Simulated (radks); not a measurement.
Values are calculated unless marked as measured or tabulated.
W XXV, configuration [Kr] 4d10 4f4.

Level of theory: Dirac Kohn-Sham, BLYP, spin-unpolarised, spherical densities, finite nucleus; open shells fill j = l - 1/2 first; Fermi nuclear charge, rms radius 5.3658 fm (a radial shooting solver on a logarithmic mesh with Libxc functionals).

Energy parts (Ry):
| part | energy |
|---|---|
| total | -31834.4799 |
| kinetic | 35913.7400 |
| electron-nucleus | -76725.7277 |
| Hartree | 9571.8047 |
| exchange-correlation | -594.2969 |

Orbitals (lengths in bohr, moments of r in powers of bohr; <r^-3> diverges for s and p1/2; r(max) is where P^2 peaks; r(90%) holds 90 % of the orbital's charge):
| orbital | occ. | eigenvalue (Ry) | r(max) | <r^-3> | r(90%) | <r^2> |
|---|---|---|---|---|---|---|
| 1s1/2 | 2 | -5153.348 | 0.01146 | - | 0.0334 | 0.0004631 |
| 2s1/2 | 2 | -933.8427 | 0.06588 | - | 0.120 | 0.007066 |
| 2p1/2 | 2 | -895.5362 | 0.04896 | - | 0.106 | 0.005044 |
| 2p3/2 | 4 | -796.1261 | 0.05580 | 16320 | 0.116 | 0.006245 |
| 3s1/2 | 2 | -257.0689 | 0.1855 | - | 0.294 | 0.04597 |
| 3p1/2 | 2 | -240.0126 | 0.1737 | - | 0.286 | 0.04216 |
| 3p3/2 | 4 | -218.4350 | 0.1876 | 3709 | 0.306 | 0.04864 |
| 3d3/2 | 4 | -189.6651 | 0.1471 | 639.7 | 0.279 | 0.03771 |
| 3d5/2 | 6 | -184.9795 | 0.1509 | 544.4 | 0.285 | 0.03948 |
| 4s1/2 | 2 | -92.67701 | 0.4134 | - | 0.617 | 0.2106 |
| 4p1/2 | 2 | -85.49123 | 0.4116 | - | 0.625 | 0.2133 |
| 4p3/2 | 4 | -79.85979 | 0.4379 | 980.8 | 0.662 | 0.2401 |
| 4d3/2 | 4 | -67.98745 | 0.4285 | 157.2 | 0.679 | 0.2439 |
| 4d5/2 | 6 | -66.86282 | 0.4363 | 132.3 | 0.690 | 0.2522 |
| 4f5/2 | 4 | -52.03664 | 0.3798 | 30.36 | 0.699 | 0.2418 |
| 4f7/2 | 0 | -51.76769 | 0.3828 | 29.28 | 0.703 | 0.2453 |

The highest occupied level is 4f5/2 at -707.99 eV. For comparison, the ionisation energy in NIST's Atomic Spectra Database is 734 eV (semi-empirical). In exact Kohn-Sham theory the highest level is minus the ionisation energy, but local and semilocal functionals leave it too shallow, through self-interaction and a potential that decays too fast; potentials with the right tail come closer. The density falls to 0.001 e/bohr^3 at r = 1.35 bohr. Summed over all electrons, <r^2> = 6.073 bohr^2, which gives a Langevin (diamagnetic) susceptibility term of -4.81 x 10^-6 cm^3/mol. The electron density at the nucleus is 1.424e+06 e/bohr^3.

Beside tabulated values, note that spin-unpolarised runs miss the spin-polarisation part of the exchange energy of open shells.
